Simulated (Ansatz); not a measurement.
`PO[AsH2]` + `O[SiH2][SiH3]` → `[SiH3][AsH2]` + `O[SiH2]OP`  (redistribution)

Isolated molecules relaxed with PBE0-D4/def2-TZVP in Ansatz; ΔE leaves out vibrations. CCSD(T)/CBS adds triple-zeta CCSD(T) − MP2 to the extrapolated MP2 energy (def2 sets, frozen cores). DFT in def2-TZVPP. HSE06 is defined as in plane-wave codes. For As outer-core shells are correlated without core-valence functions, which leaves a few kJ/mol of doubt a bond. Scalar relativity is left out up to krypton. Each species was taken in one conformer, which may not be the lowest.

```csv
level,ΔE (kcal/mol),difference from CCSD(T)/CBS
LDA (SPW92),-42.7,2.4
PBE0-D4,-42.8,2.3
r2SCAN0-D4,-46.1,-1.0
HSE06-D4,-42.8,2.3
BHLYP-D4,-45.6,-0.5
HF/def2-SVP,-46.1,-1.0
HF/def2-TZVPP,-46.9,-1.8
MP2/def2-TZVPP,-46.7,-1.6
CCSD/def2-TZVPP,-45.1,0.0
HF/CBS(def2),-46.7,-1.6
CCSD(T)/CBS,-45.1,0
```

Largest T1 diagnostic among the species: 0.013.

From PBE to PBE0 (25 % exact exchange), in def2-TZVPP and without D4, ΔE moves by −2.8 kcal/mol. Leaving LDA and LC-ωPBE aside and taking each functional with its dispersion term where it has one, the values, not all of them listed here, spread over 6.7 kcal/mol, from r2SCAN0-D4 to revPBE-D4. LDA lies −2.9 kcal/mol from PBE without D4.
